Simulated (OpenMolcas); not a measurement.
# Mo4+: effect of the basis set

```yaml
Program: OpenMolcas
Method: "SS-CASPT2, IPEA 0.25 Eh, imaginary shift 0.1 Eh (closed shells correlated: 4s 4p)"
Active_space: 2 electrons in 5 orbitals (4d)
State_averaging: 2S+1 = 3 even, 10 roots; 2S+1 = 1 even, 15 roots
Spin-orbit_coupling: state interaction with AMFI integrals over the reference wave functions, term energies averaged over their components
```

A. ANO-R1 [6s4p3d1f], X2C, finite nucleus; CASPT2 step of the order of 1.7 core-seconds
B. ANO-RCC-VDZP [6s5p3d1f], DKH2, point nucleus; CASPT2 step roughly 1.7 core-seconds
C. ANO-R2 [7s5p4d2f1g], X2C, finite nucleus; CASPT2 step about 2.4 core-seconds
D. ANO-RCC-VTZP [7s6p4d2f1g], DKH2, point nucleus; CASPT2 step about 3 core-seconds
E. ANO-R3 [8s6p5d3f2g1h], X2C, finite nucleus; CASPT2 step roughly 8 core-seconds
F. ANO-RCC-VQZP [8s7p5d3f2g1h], DKH2, point nucleus; CASPT2 step roughly 8 core-seconds

Energies in cm-1 above 4d2 3F2, the measured ground level; measured values from Sugar and Musgrove, J. Phys. Chem. Ref. Data 17, 155 (1988).

```csv
Level,A,B,C,D,E,F,Measured
4d2 3F2,0.0,0.0,0.0,0.0,0.0,0.0,0.0
4d2 3F3,1498,1613,1570,1527,1495,1503,1578
4d2 3F4,3210,3440,3340,3260,3190,3200,3357
4d2 1D2,10480,10580,9900,10070,9920,9830,10190
4d2 3P0,11730,11860,11620,11770,11850,11750,11161
4d2 3P1,12340,12530,12270,12400,12470,12370,11807
4d2 3P2,13810,14100,13700,13800,13800,13710,13408
4d2 1G4,17400,17700,16770,16960,16730,16530,16354
4d2 1S0,39080,39030,37740,38080,37830,37790,37738
```

Deviations, from unrounded energies. A percentage is the sum of absolute deviations over the sum of measured energies, with the sign that they share, or ± where signs differ.

```tsv
Against measurement	Levels	A	B	C	D	E	F
mean absolute deviation (cm-1)	8	550	660	240	350	340	280
fine structure of the ground term (%)	2	-4.6	+2.4	-0.5	-3.0	-5.0	-4.6
other terms of the ground configuration (%)	6	+4.2	+5.1	±1.9	±2.6	±2.5	±2.0
```

C lies closest to measurement on these levels and B furthest from it. The largest miss of C in the table is 4d2 3P1, by +460 cm-1. The ranking rests on the paired levels alone, and a cruder setting can come out closer through cancelling errors.

The two smallest mean deviations differ by little beside CASPT2's spread within terms, so their order carries little weight.

Among A to F the level of the table that moves most is 4d2 1S0, by 1300 cm-1 (lowest in C, highest in A). Moves below CASPT2's spread within the term are not significant.

CASPT2 breaks the degeneracy within a term, and the mean is taken; among the terms shown or strongly mixed into the levels shown the widest spread is 650 cm-1 (4d2 3F, C). The basis is small and was not contracted for so high a charge (holds for A; B). Measured partners are found by configuration, term and J. A level has none where our copy of the source lacks it or the pairing is in doubt (some pairs that miss far off the trend of their configuration count as doubtful), and it then counts in no deviation. Only configurations of the active space appear.
